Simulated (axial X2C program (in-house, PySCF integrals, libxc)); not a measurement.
## Photoelectron levels of CuTe⁻ by EOM-IP-CCSD

Calculated with an in-house all-electron X2C program for linear molecules (integrals from PySCF): two-component X2C with atomic mean-field Coulomb and Gaunt terms, Gaussian nuclei, basis Te dyall-acv3z, Cu dyall-acv3z with contracted cores.

R = 2.703 Å (1.150 times 2.350 Å, the PBE0 minimum at charge -1 for the lowest determinant).

Vertical detachment energies of CuTe⁻ to the states of CuTe:

```tsv
Ω of CuTe	vertical detachment energy (eV)	above lowest (cm⁻¹)	ionised spinor	one-hole weight
3/2	1.736	0	86% Te pπ, 7% Cu pπ	0.93
1/2	2.132	3191	82% Te pπ	0.93
1/2	3.364	13129	63% Te pσ, 24% Cu sσ	0.93
5/2	5.264	28456	100% Cu dδ	0.88
3/2	5.302	28760	64% Cu dπ, 35% Cu dδ	0.88
1/2	5.331	28993	68% Cu dσ, 27% Cu dπ	0.88
```

Task: Take the first Ω = 1/2 and Ω = 3/2 rows of π character: how far apart are they, and which lies lower?

Result: E(3/2) − E(1/2) = 0 − 3191 = -3191 cm⁻¹ at EOM-IP-CCSD: inverted, Ω = 3/2 lower. Splittings at this level can be off by ten to twenty per cent.

This point took 20 s on 1 thread of Arm Neoverse V2, on a shared host.

Reference electrons by ω block (each with its −ω partner): 1/2: 26, 3/2: 12, 5/2: 3. 18 electrons of CuTe⁻ correlated (inner shells frozen), 84 natural virtual spinors (a truncated set); levels can be off by some tenths of an eV. Roots sought by Ω: (1/2: 4, 3/2: 3, 5/2: 1); rows need 60 % one-particle weight and stop where some Ω has no more roots. Missing are any skipped roots, higher Ω and states of a further excitation; these come out far too high here and may in truth be low or lowest. T1 of the reference 0.033 (Lee–Taylor). Number of frozen shells: Te 4 s, 3 p, 2 d; Cu 3 s, 2 p. Large amplitudes in the reference (orbital relaxation or multireference character) lower the reliability.
